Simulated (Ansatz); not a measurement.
Harmonic frequencies (cm⁻¹) at PBE0-D4/def2-TZVP from Ansatz: 69, 69, 79, 94, 95, 220, 263, 263, 313, 313, 316, 403, 438, 459, 459, 2334, 2334, 2336.

Problem. Which molecule is it?
A. `[CH3][SnH3]`
B. `[Cl][SnH2][GeH3]`
C. `N#[C][Sn]([Cl])([C]#N)[C]#N`
D. `Cl[Si](Cl)(Cl)[SnH3]`

Solution. C.
